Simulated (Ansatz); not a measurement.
Cd₉S₈Cl₂⁺. The state is a doublet with charge 1. Geometry PBE-D4/def2-SVP, that of the neutral singlet; atoms count from 1.

Cartesian coordinates in Å:
```
S -1.3988 4.4387 -0.8422
S -1.3429 0.4811 -2.9502
S 3.3877 -0.7360 2.2712
S 1.2671 -2.9094 -1.2931
S 0.3490 1.0214 0.5933
S -3.9196 0.6069 0.0689
S -1.0102 -2.3559 2.6758
S -3.0918 -3.1478 -0.4395
Cd 0.6351 3.7347 0.0816
Cd 2.9393 1.2870 0.7763
Cd 0.5766 -0.3991 -1.6826
Cd -2.0755 2.0755 -0.8713
Cd -2.8927 -1.0414 -1.7528
Cd 2.9119 -1.9259 0.1779
Cd 0.8104 -0.7610 2.3928
Cd -0.7129 -3.2247 0.2003
Cd -2.8080 -1.1334 1.3861
Cl 3.0489 3.7995 0.7942
Cl 3.3262 0.1899 -1.5870
```

In the def2 sets Cd takes a core potential; there is no spin–orbit coupling. Single mean-field runs in def2-TZVP are fitted with def2-universal-jkfit.

(1) Estimate the Mulliken populations from the PBE0/def2-TZVP orbitals of Ansatz.

(2) Where does the spin sit?

(3) And the Mayer bond orders between bonded heavy atoms (over 0.3)?

Answers

(1) 
```
atom  charge (e)  spin (α − β)  d electrons
  S1       -0.35          0.58            –
  S2       -0.53          0.28            –
  S3       -0.55          0.00            –
  S4       -0.59          0.00            –
  S5       -0.92          0.00            –
  S6       -0.56          0.20            –
  S7       -0.58          0.00            –
  S8       -0.57          0.02            –
 Cd9        0.76         -0.01        10.01
Cd10        0.82          0.00        10.05
Cd11        0.71          0.00        10.03
Cd12        0.74         -0.05        10.01
Cd13        0.68         -0.02        10.02
Cd14        0.73          0.00        10.01
Cd15        0.70          0.00        10.01
Cd16        0.68          0.00        10.02
Cd17        0.66          0.00        10.02
Cl18       -0.36          0.00            –
Cl19       -0.45          0.00            –
```
Mulliken values and Mayer orders depend strongly on the basis.

(2) Summed by element: S 1.09, Cd -0.09, Cl 0.00, of 1 unpaired in all. Largest on single atoms: S1 0.58, S2 0.28, S6 0.20.

(3) S1–Cd9 0.91 (2.34 Å); S1–Cd12 0.71 (2.46 Å); S2–Cd11 0.69 (2.46 Å); S2–Cd12 0.45 (2.72 Å); S2–Cd13 0.66 (2.48 Å); S3–Cd10 0.63 (2.56 Å); S3–Cd14 0.77 (2.45 Å); S3–Cd15 0.65 (2.58 Å); S4–Cd11 0.55 (2.63 Å); S4–Cd14 0.78 (2.42 Å); S4–Cd16 0.66 (2.50 Å); S5–Cd9 0.33 (2.78 Å); S5–Cd10 0.37 (2.61 Å); S5–Cd11 0.37 (2.69 Å); S5–Cd15 0.38 (2.57 Å); S6–Cd12 0.64 (2.54 Å); S6–Cd13 0.44 (2.66 Å); S6–Cd17 0.73 (2.45 Å); S7–Cd15 0.80 (2.44 Å); S7–Cd16 0.51 (2.64 Å); S7–Cd17 0.69 (2.53 Å); S8–Cd13 0.77 (2.49 Å); S8–Cd16 0.72 (2.46 Å); S8–Cd17 0.45 (2.73 Å); Cd9–Cl18 0.56 (2.52 Å); Cd10–Cl18 0.48 (2.51 Å); Cd10–Cl19 0.37 (2.63 Å).
